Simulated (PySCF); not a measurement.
**Electron correlation in In²⁺ (indium, charge +2)**

[Kr] 4d10 5s1, 2S determinant. Calculation: PySCF 2.14, in aug-cc-pwCVTZ-DK3 with one added diffuse shell each of s, p, d, f type (11s10p8d5f1g, 125 functions); the spin-free X2C one-electron Hamiltonian (Gaussian nucleus). Frozen: [Ar] 3d10; 19 electrons correlated.

MP2 pair energies summed by pair of shells (mhartree):

```csv
pair,energy,share (%)
4d-4d,-336.45,53.5
4p-4d,-141.98,22.6
4d-5s,-49.48,7.9
4p-4p,-43.52,6.9
4s-4d,-29.79,4.7
4s-4p,-17.74,2.8
4p-5s,-5.32,0.8
4s-4s,-3.53,0.6
4s-5s,-0.60,0.1
```

Total MP2 correlation energy: -628.42 mhartree.

Same-spin part -214.58 and opposite-spin part -413.84 mhartree; SCS-MP2 scales them by 1/3 and 6/5 to -568.14 mhartree.
